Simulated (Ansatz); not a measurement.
A series at B: from `OB(O)O`, ligands are replaced one by one, each step taking up H₂S and setting free H₂O; n counts the steps. Ansatz, PBE0-D4/def2-TZVP geometries. Each molecule was computed in one conformer, which needn't be the lowest.

CBS adds triple-zeta CCSD(T) − MP2 to the MP2 limit, frozen cores; atoms without spin–orbit coupling. 

```
n  molecule  atomization energy, CCSD(T)/CBS (kJ/mol)
0  `OB(O)O`                                    3074.3
1  `OB(O)S`                                    2795.9
2  `OB(S)S`                                         ?
3  `SB(S)S`                                    2276.6
```

Question: By hand: fit a straight line y = ȳ + b (n − n̄) to the 3 given rows and predict n = 2.

Answer: n̄ = 1.333, ȳ = 2715.60; Σ(n − n̄)(y − ȳ) = -1236.70, Σ(n − n̄)² = 4.667, so b = -264.99 kJ/mol a step. Prediction: 2715.60 + (-264.99) × (0.667) = 2538.9 kJ/mol.

Question: By hand: compare with the computed value, 2532.4 kJ/mol, and give the steps along the whole series.

Answer: The line misses by -6.5 kJ/mol (computed minus predicted). Steps: -278.4, -263.5, -255.8 kJ/mol.

The steps differ by up to 22.6 kJ/mol, small against a whole step but well beyond the method's doubt, so the ligands' effects don't simply add. The miss is 0.8 % of the series' range. The energies themselves are unsure by some kJ/mol a bond, though much of that is common to the series.
